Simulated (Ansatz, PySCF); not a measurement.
C4F6, SMILES FC(=C(F)C(F)=C(F)F)F. Atoms are numbered in the order given.

```xyz
10

F     -1.3374     2.1906     0.0000
C     -0.0684     1.8658     0.0000
F      0.7167     2.9165     0.0000
C      0.4024     0.6129     0.0000
F      1.7296     0.4394     0.0000
C     -0.4024    -0.6129     0.0000
F     -1.7296    -0.4394     0.0000
C      0.0684    -1.8658     0.0000
F      1.3374    -2.1906     0.0000
F     -0.7167    -2.9165     0.0000
```
Charge 0, spin multiplicity 1.

Coordinates come from a ωB97X-D3(BJ)/def2-SVP optimisation. The geometry has at least one imaginary mode, so it is a saddle point at that level. Other conformers were not sampled.

Vertical ionisation energy (IE) and electron affinity (EA) in eV. Rows of orbital energies are one-electron estimates. Where ΔSCF, EOM or ADC give a negative EA the extra electron is unbound and the value depends on the basis.

```tsv
level	IE	EA
−ε(HOMO), −ε(LUMO), CAM-B3LYP/def2-SVP (PySCF)	8.15	-0.16
−ε(HOMO), −ε(LUMO), PBE/def2-SVP (PySCF)	5.48	1.62
ΔSCF, PBE0/def2-SVPD (Ansatz), final states of multiplicity 2 and 2	___	___
ΔSCF, PBE/def2-SVPD (Ansatz), final states of multiplicity 2 and 2	8.95	-0.91
```

Q: What belongs in the gaps? (Estimate from the structure and the level; the computed values follow.)

A: 
- ΔSCF, PBE0/def2-SVPD (Ansatz, a quantum-chemistry and plane-wave program), final states of multiplicity 2 and 2, IE: 9.32
- ΔSCF, PBE0/def2-SVPD (Ansatz), final states of multiplicity 2 and 2, EA: -0.78

Q: What vertical singlet–triplet gap does ΔSCF give with PBE0/def2-SVPD (Ansatz) and with PBE/def2-SVPD (Ansatz)? (The exact figures need the calculation; the answer reports its results.)

A: 3.32 and 3.25 eV (triplet above singlet where positive).
